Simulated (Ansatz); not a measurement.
The same path of C4H8B2 (14 atoms, charge 0, multiplicity 1) was run 3 times with different band settings. The coordinate that changes most is the dihedral B3–B4–C6–H13.

These are results of RKS PBE0-D4/STO-3G (Ansatz 0.2.0), not measurements.

Relaxed end points:

```xyz
14
Properties=species:S:1:pos:R:3
C -1.528 2.804 0.794
C -1.416 1.605 0.655
B -1.241 0.122 0.479
B 0.159 -0.529 -0.101
C 0.391 -0.696 -1.654
C 1.291 -1.011 0.889
H -1.635 3.872 0.919
H -2.143 -0.577 0.777
H 0.897 0.220 -2.000
H -0.529 -0.789 -2.242
H 1.056 -1.534 -1.896
H 1.078 -2.064 1.133
H 2.290 -0.987 0.436
H 1.317 -0.466 1.839
```

```xyz
14
Properties=species:S:1:pos:R:3
C -0.931 3.138 0.311
C -1.022 1.937 0.449
B -1.106 0.444 0.603
B 0.060 -0.560 0.008
C -0.011 -1.079 -1.481
C 1.262 -1.030 0.919
H -0.855 4.209 0.190
H -2.042 0.002 1.167
H 0.538 -0.348 -2.098
H -1.025 -1.137 -1.891
H 0.487 -2.046 -1.620
H 2.158 -1.287 0.341
H 1.537 -0.318 1.704
H 0.937 -1.953 1.427
```

Common settings: movable images 5; climbing image yes; spring 5.0 eV/Å²; start path IDPP; force threshold 0.05 eV/Å; end points relaxed.

| run | optimiser | iteration limit | largest step |
| --- | --- | --- | --- |
| 1 | quadratic models (default) | 60 | default |
| 2 | lbfgs | 60 | 0.02 Å |
| 3 | quadratic models (default) | 6 | default |

**Question.** What does each run give, and how far can it be trusted?

**Answer.** Run 1: converged after 5 iterations, highest image 0.009 eV above the first end. A vibrational analysis at the climbing image gives one clearly imaginary mode, 71i cm⁻¹: a first-order saddle point.
Run 2: converged after 28 iterations, highest image 0.008 eV above the first end. Another band between the same ends (5 images) ends at a top of the same energy, where a vibrational analysis finds 1 clearly imaginary mode.
Run 3: converged after 5 iterations, highest image 0.009 eV above the first end. Another band between the same ends (5 images) ends at a top of the same energy, where a vibrational analysis finds 1 clearly imaginary mode.
Limits of this set-up: minimal basis.
